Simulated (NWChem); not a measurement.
System: CH$_{6}$BN; SMILES BNC

Input file for NWChem:

```
start job
memory heap 200 mb stack 900 mb global 1100 mb
geometry units angstroms noautoz
  B      0.229992    -1.358373     0.000000
  H     -0.432795    -2.370687     0.000000
  H      1.441021    -1.382308     0.000000
  N     -0.420938    -0.132848     0.000000
  C      0.178754     1.178259     0.000000
  H     -1.435319    -0.120991     0.000000
  H     -0.109910     1.762705     0.890370
  H     -0.109910     1.762705    -0.890370
  H      1.272496     1.078096     0.000000
end
basis spherical
  * library def2-svpd
end
dft
  xc b3lyp
  iterations 150
end
tddft
  cis
  nroots 6
  notriplet
end
task tddft energy
```

Geometry: optimised at PBE0/def2-SVP.

Vertical excitations in the gas phase.

Q: What results follow from this input? (B3LYP/def2-SVPD, TDA.) Quantities: lowest excitation, singlet (eV); oscillator strength of that lowest state; lowest state with f > 0.02, singlet (eV); oscillator strength of that bright state; orbital gap (eV).

A: 
```json
{
 "lowest excitation, singlet (eV)": "6.92",
 "oscillator_strength_of_that_lowest_state": "0.002",
 "lowest state with f > 0.02, singlet (eV)": "7.59",
 "oscillator_strength_of_that_bright_state": "0.317",
 "orbital gap (eV)": "7.73"
}
```
